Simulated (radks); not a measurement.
Values are calculated unless marked as measured or tabulated.
Question: Species: Ne. Configuration: [Ne]. Level of theory: Dirac Kohn-Sham, PBE, spin-unpolarised, spherical densities, finite nucleus; Fermi nuclear charge, rms radius 3.0055 fm (a radial shooting solver on a logarithmic mesh with Libxc functionals). Some entries of the table are withheld. Estimate them.

| orbital | occ. | eigenvalue (Ry) | r(max) (bohr) | <r> (bohr) |
|---|---|---|---|---|
| 1s1/2 | 2 | -61.06060 | 0.1026 | 0.1579 |
| 2s1/2 | 2 | -2.67561 | 0.6811 | 0.8969 |
| 2p1/2 | 2 | (1) | (2) | 0.9795 |
| 2p3/2 | 4 | (3) | (4) | 0.9826 |

Answer: 
(1) 2p1/2 eigenvalue (Ry): -0.98500
(2) 2p1/2 r(max) (bohr): 0.6210
(3) 2p3/2 eigenvalue (Ry): -0.97740
(4) 2p3/2 r(max) (bohr): 0.6226
